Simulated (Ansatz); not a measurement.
Ge$_{3}$H$_{6}$ (`[GeH2]1[GeH2][GeH2]1`). Total charge 0; spin multiplicity 1. The structure was optimised at the PBE0-D4/def2-TZVP level.

```xyz
9

Ge    0.832    1.043    0.441
Ge   -0.806   -0.692    0.919
Ge   -0.026   -0.351   -1.360
H     2.277    0.834    0.904
H     0.388    2.508    0.508
H    -0.347   -1.946    1.672
H    -2.236   -0.271    1.275
H     0.904   -1.399   -1.981
H    -0.986    0.274   -2.378
```

(1) What is the dipole moment at B3LYP/def2-TZVPP? (Estimate.)

(2) Give the Mulliken charges with B3LYP, PBE, r2SCAN in def2-TZVPP. (An estimate is asked.)

Answers

(1) The calculation gave: 0.00 D, zero by symmetry or nearly so.

(2) The calculation gave: 
```csv
atom,B3LYP,PBE,r2SCAN
Ge1,-0.02,-0.01,-0.01
Ge2,-0.02,-0.01,-0.01
Ge3,-0.02,-0.01,-0.01
H4,0.01,0.01,0.01
H5,0.01,0.01,0.01
H6,0.01,0.01,0.01
H7,0.01,0.01,0.01
H8,0.01,0.01,0.01
H9,0.01,0.01,0.01
```

B3LYP here is the variant with VWN-RPA as its local correlation; programs differ in this.

All numbers were calculated with Ansatz.
